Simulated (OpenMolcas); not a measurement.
An atom or ion with 45 electrons was computed by XMS-CASPT2, IPEA 0.25 Eh, imaginary shift 0.1 Eh with spin-orbit coupling (OpenMolcas, ANO-RCC-VTZP, DKH2). The lowest levels that the run gave, each within 12 % of the measured value where one is at hand:

```json
{"J": "5/2", "Parity": "even", "E (cm⁻¹)": "0.0", "g": "1.200"}
{"J": "3/2", "Parity": "even", "E (cm⁻¹)": "4630", "g": "0.800"}
{"J": "9/2", "Parity": "even", "E (cm⁻¹)": "64190", "g": "1.333"}
{"J": "7/2", "Parity": "even", "E (cm⁻¹)": "66560", "g": "1.229"}
{"J": "5/2", "Parity": "even", "E (cm⁻¹)": "68810", "g": "1.030"}
{"J": "3/2", "Parity": "even", "E (cm⁻¹)": "70030", "g": "0.431"}
{"J": "7/2", "Parity": "even", "E (cm⁻¹)": "72450", "g": "1.150"}
{"J": "5/2", "Parity": "even", "E (cm⁻¹)": "75030", "g": "1.092"}
{"J": "5/2", "Parity": "even", "E (cm⁻¹)": "77360", "g": "1.326"}
{"J": "3/2", "Parity": "even", "E (cm⁻¹)": "78620", "g": "1.452"}
{"J": "1/2", "Parity": "even", "E (cm⁻¹)": "80390", "g": "2.662"}
{"J": "3/2", "Parity": "even", "E (cm⁻¹)": "81270", "g": "1.160"}
```

Problem. Which ion is it, and what are the configurations and terms?

Solution. Ag III (Z = 47, charge +2; active space 9 electrons in 6 orbitals (4d 5s)). J, parity and g give the terms where levels are pure, and mixed ones are named by the computed weights; the size of the splittings, set against known spectra of the 45-electron sequence, gives the charge. In order, with the measured energies in cm⁻¹ (Moore, Atomic Energy Levels, vol. III, NSRDS-NBS 35 (1971 reprint of NBS Circular 467, 1958)): 4d⁹ ²D_5/2, 4d⁹ ²D_3/2 (4607), 4d⁸ 5s ⁴F_9/2 (63250), 4d⁸ 5s ⁴F_7/2 (65764), 4d⁸ 5s ⁴F_5/2 (68145), 4d⁸ 5s ⁴F_3/2 (69351), 4d⁸ 5s ²F_7/2 (71691), 4d⁸ 5s ²F_5/2 [55 %] (73934), 4d⁸ 5s ⁴P_5/2 [61 %] (76406), 4d⁸ 5s ⁴P_3/2 [67 %] (77413), 4d⁸ 5s ⁴P_1/2, 4d⁸ 5s ²D_3/2 [51 %].

CASPT2 breaks the degeneracy within a term, and the mean is taken; among the terms shown or strongly mixed into the levels shown the widest spread is 1100 cm-1 (4d⁸ 5s ²F). Terms from blocks run as CI alone lack orbitals of their own. A single d shell beside an s shell can misplace configurations of different d count against each other. Measured partners are found by configuration, term and J. A level has none where our copy of the source lacks it or the pairing is in doubt (some pairs that miss far off the trend of their configuration count as doubtful), and it then counts in no deviation. Only configurations of the active space appear.

A share in square brackets marks a mixed level and gives the weight of the term that names it.
